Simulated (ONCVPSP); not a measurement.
**Reading a pseudo-wave (nitrogen)**

Columns: radius, all-electron u(r) and pseudo u(r) of the 2p shell (level -13.44 eV) of nitrogen in the configuration [He] 2s2 2p2.5; PBE, scalar-relativistic, ONCV scheme, ONCVPSP 4.0.1.

```
r (bohr)  all-electron  pseudo
   0.113        0.0946  0.0285
   0.225        0.2664  0.1092
   0.338        0.4371  0.2322
   0.450        0.5764  0.3786
   0.563        0.6816  0.5315
   0.675        0.7533  0.6694
   0.788        0.7960  0.7802
   0.900        0.8139  0.8534
   1.013        0.8126  0.8885
   1.125        0.7971  0.8878
   1.238        0.7712  0.8580
   1.350        0.7384  0.8086
   1.463        0.7009  0.7485
   1.575        0.6611  0.6874
   1.688        0.6198  0.6307
   1.800        0.5788  0.5817
   1.913        0.5381  0.5384
   2.025        0.4990  0.4990
   2.138        0.4613  0.4613
   2.250        0.4257  0.4257
   2.363        0.3919  0.3919
   2.475        0.3605  0.3605
   2.588        0.3308  0.3308
   2.700        0.3035  0.3035
   2.813        0.2778  0.2778
   2.925        0.2543  0.2543
```

(1) How many radial nodes do the two functions have?

(2) At about which radius was the pseudo-wave matched?

(3) Where does each function peak?

(4) Is the pseudo-wave norm-conserving?

## Answers

(1) The all-electron 2p function has n − l − 1 = 0; the pseudo-wave has 0.

(2) 2.05 bohr. The columns agree to 0.0005 from 1.91 bohr on; several derivatives are matched, so the curves merge somewhat inside the radius.

(3) Outermost all-electron maximum near 0.90 bohr, pseudo maximum near 1.01 bohr (to the table’s step).

(4) Yes: the ONCV scheme keeps the norm inside the radius equal to the all-electron one, which fixes the energy derivative of the logarithmic derivative at the level.
